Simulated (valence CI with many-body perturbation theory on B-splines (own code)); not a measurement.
Values are calculated unless marked as measured or tabulated.
## Xe XLI: what the settings do

Method: relativistic CI+MBPT: four valence electrons over a frozen Dirac-Fock core [Ne], a basis of 6 s, 6 p, 5 d, 3 f, 1 g functions for each j, with the one-electron correlation potential Σ1, the two-electron term Σ2, the three-electron term Σ3, Breit, model QED; selected CI, second order for the rest (own B-spline code, finite nucleus).

No measured spectrum was set against this ion. As an estimate, large intervals hold to a few tenths of a per cent, small ones and those within an open d or f shell to about a per cent.

The reference run has the lowest level (3s^2 3p1/2^2) J=0 and an ionisation energy of 2977.44 eV. Its largest variational space holds 9999 state functions.

Levels are named by their leading jj configuration (3d3/2^4 stands for four electrons in 3d with j = 3/2), which in mixed levels can hold well under half, so a name can repeat and another be missing. Letters in brackets count levels of one name in rising energy.

Changed runs:
A. averaging of valence orbitals over low configurations on → off
B. screening of Σ1 on → off; averaging of valence orbitals over low configurations on → off
C. three-electron term on → off; scale of Σ1 1 → 1.1
D. correlating orbitals by l 3 3 3 2 1 → 2 2 1 1 0; natural orbitals for correlation on → off (bad on purpose)

Excitation energies of the reference run in cm⁻¹, and shifts in cm⁻¹:

```
                     Level  Reference         A        B      C      D
    (3s^2 3p1/2 3p3/2) J=1     595389      +3.5     +7.8    -71   -569
    (3s^2 3p1/2 3p3/2) J=2     647090         0     +4.3    +38    +89
        (3s^2 3p3/2^2) J=2    1279780      +1.9      +10    +59   -264
        (3s^2 3p3/2^2) J=0    1392540      -1.8     +6.8   +312   +570
    (3s 3p1/2^2 3p3/2) J=2    1417500      +8.8     -8.5   -603   -971
    (3s 3p1/2^2 3p3/2) J=1    1577720      +9.2     -4.2   -437   +147
    (3s^2 3p1/2 3d3/2) J=2    1780670       +18      +39    +54   +180
(3s 3p1/2 3p3/2^2) J=2 [a]    1917630       +17      +21   -485  -1434
    (3s^2 3p1/2 3d5/2) J=3    1979790       +17      +35    -73   -172
    (3s^2 3p1/2 3d3/2) J=1    1996160      +8.9      +24   +765  +1746
    (3s^2 3p1/2 3d5/2) J=2    2107940      +5.6      +19   +353   +659
    (3s 3p1/2 3p3/2^2) J=3    2129420      +7.0      +11    +37   +428
    Ionisation energy (eV)    2977.44  -0.00071  +0.0087  +0.30  -0.32
```
